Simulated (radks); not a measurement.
The numbers below are computed, except where a source is named.
Species: Li. Configuration: [He] 2s0.5 2p0.5 (fractional occupations, a model configuration). Code: a radial shooting solver on a logarithmic mesh with Libxc functionals. Model: scalar-relativistic Kohn-Sham, PBEsol, spin-polarised, spherical densities, point nucleus; open shells are filled with parallel spins first.

X-ray form factor f0, the Fourier transform of the density (f0(0) = 3):

| sin(theta)/lambda (1/angstrom) | f0 (electrons) |
|---|---|
| 0.05 | 2.656 |
| 0.1 | 2.162 |
| 0.15 | 1.886 |
| 0.2 | 1.739 |
| 0.25 | 1.623 |
| 0.3 | 1.503 |
| 0.4 | 1.252 |
| 0.5 | 1.013 |
| 0.6 | 0.806 |
| 0.8 | 0.502 |
| 1 | 0.315 |
| 1.25 | 0.181 |
| 1.5 | 0.109 |
| 2 | 0.045 |
